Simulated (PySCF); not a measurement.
tert-butanol (C4H10O), SMILES CC(C)(C)O. Geometry: PBE0-D3(BJ)/def2-SVP. The values are those of a single conformer.

Computed with PBE0-D3(BJ)/def2-SVP in PySCF 2.14.0.

Harmonic wavenumbers (cm⁻¹): 212, 269, 279, 314, 342, 346, 417, 466, 475, 774, 916, 931, 944, 969, 1020, 1035, 1163, 1258, 1265, 1349, 1379, 1396, 1407, 1439, 1450, 1454, 1469, 1482, 1489, 3044, 3048, 3063, 3136, 3141, 3160, 3161, 3165, 3169, 3870. Rotational constants (GHz): 4.743, 4.719, 4.523; symmetry number 1.

Q: Work out the zero-point energy and the ideal-gas rigid-rotor harmonic-oscillator thermochemistry at 298.15 K and 1 atm.

A: ZPE = ½ Σ hcν = ½ × 59666 cm⁻¹ = 85.30 kcal/mol. H − E(el) = 90.07 kcal/mol. Entropy in cal/(mol K): translation 38.83, rotation 25.57, vibration 12.42, total 76.81. G − E(el) = 67.17 kcal/mol. Cp = 26.81 cal/(mol K).
